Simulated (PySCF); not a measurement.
Mo(O)2(Cl)(OMe) (CH₃ClMoO₃), SMILES C[O][Mo](=[O])(=[O])[Cl], multiplicity 1. Heavy atoms are numbered as in [Mo:1](=[O:2])(=[O:3])([Cl:4])[O:5][CH3:6]. Hydrogens are named by the atom that carries them.

The structure is a stationary point at B3LYP-D3(BJ)/def2-SVP. The multiplicity is an assumed one; other spin states were not compared. The def2 effective core potentials stand for the cores of Mo; spin–orbit coupling is left out. Other conformers were not sampled.

These are CAM-B3LYP/def2-TZVP run with PySCF values and carry that method's errors.

ESP charges are fitted to the potential on shells at 1.4 to 2.0 van der Waals radii. Atomic charges (e), one atom of each kind:

| atom | ESP fit | Löwdin |
|---|---|---|
| Mo1 | 1.01 | (withheld) |
| O2 | -0.37 | -0.28 |
| Cl4 | -0.20 | 0.04 |
| O5 | -0.28 | (withheld) |
| C6 (CH3) | -0.16 | (withheld) |
| H on C6 | 0.11 | 0.12 |

**Question.** Fill in the missing entries. (An estimate is asked for; the answer gives what the named calculation found.)

**Answer.** 
- Mo1, Löwdin: 0.58
- O5, Löwdin: -0.09
- C6 (CH3), Löwdin: -0.34
